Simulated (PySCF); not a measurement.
Si(H)(Me)2(NH2) (C₂H₉NSi), SMILES [SiH](C)(C)N. Atoms are numbered in the order given.

```xyz
13

Si    -0.0614     0.1213     0.3446
C     -1.2016     1.0148    -0.8702
C      1.7206     0.3273    -0.2234
N     -0.3673    -1.5854     0.5295
H     -0.2652     0.7284     1.6958
H     -1.0894     0.6107    -1.8906
H     -2.2599     0.9058    -0.5808
H     -0.9736     2.0936    -0.9087
H      2.4190    -0.1425     0.4865
H      1.8732    -0.1410    -1.2108
H      1.9863     1.3927    -0.3188
H     -0.1590    -2.2115    -0.2437
H     -1.2141    -1.8895     1.0017
```
Charge 0, spin multiplicity 1.

Geometry optimised at B3LYP-D3(BJ)/def2-SVP. One conformer was computed; it need not be the lowest.

Two levels are set side by side: PBE/pcSseg-1 (PySCF) and B3LYP/pcSseg-1 (PySCF). GIAO shifts against NH3 (¹⁵N), TMS (²⁹Si), TMS (¹H), TMS (¹³C) at the same level; non-relativistic, no solvent, atoms listed together averaged. Differences are taken from unrounded values.

| quantity | PBE |
|---|---|
| δ(²⁹Si) of Si1 (ppm) | -9.6 |
| δ(¹⁵N) of N4 (ppm) | 23.0 |
| δ(¹H) of H5 (ppm) | 5.11 |

These are the PBE values. What does B3LYP give? (The exact figures need the calculation; the answer reports its results.)


| quantity | B3LYP | PBE minus B3LYP |
|---|---|---|
| δ(²⁹Si) of Si1 (ppm) | -11.3 | 1.7 |
| δ(¹⁵N) of N4 (ppm) | 20.6 | 2.4 |
| δ(¹H) of H5 (ppm) | 4.84 | 0.27 |

Rough cost on one machine, each run with all the roots and properties that it gave: B3LYP against PBE within a factor of 2.
